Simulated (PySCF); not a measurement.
An unknown shows these calculated signals:

1H NMR (500 MHz, computed): δ 7.21 (m, 1H), 6.06 (m, 1H), 4.79 (m, 2H), 2.31 (s, 3H).

13C{1H} NMR (computed): δ 156.4 (CH), 149.1 (C), 148.3 (C), 133.7 (C), 127.0 (CH), 16.7 (CH3).

[PySCF 2.14: PBE0-D3(BJ)/def2-SVP geometry; shieldings: GIAO PBE/pcSseg-1; relativity neglected; equivalent nuclei averaged; one conformer; in vacuum]

δ = σ(ref) − σ, references computed at the same level: TMS for 1H (31.20 ppm), 13C (180.03 ppm).

Which of these does the molecule contain: a CF3 group, a methoxy group, a (CH3)2CH unit, a Si–H bond, a non-aromatic C=C double bond, a three-membered ring?

## Answers


- A CF3 group: yes (δC 133.7).
- A methoxy group: no.
- A (CH3)2CH unit: no.
- A Si–H bond: yes (δH 4.79 (m)).
- A non-aromatic C=C double bond: yes.
- A three-membered ring: no.

The data belong to SMILES CC1=C(C(F)(F)F)C=C[SiH2]1, C6H7F3Si; they needn't prove each group on their own.

Carbon signals by region: 5 in the sp2 and nitrile region (100–160 ppm), 1 below 50 ppm.

Splittings by 19F in the carbon and heteronuclear signals aren't shown, as no couplings were computed. Shifts are as computed. Against solution values, carbons near 30 ppm lie about +2 ppm off and those near 130 ppm about +2 ppm. Of 1211 compounds with measured shifts, 218 miss one by over three times the rms of a fit or turn the order of signals round; such compounds aren't used in these exercises. No couplings were computed; multiplicities are counted from neighbouring protons, with m where these are inequivalent, close in shift, in a saturated or five-membered ring or joined by F or P, and br s for small geminal =CH2 splittings.
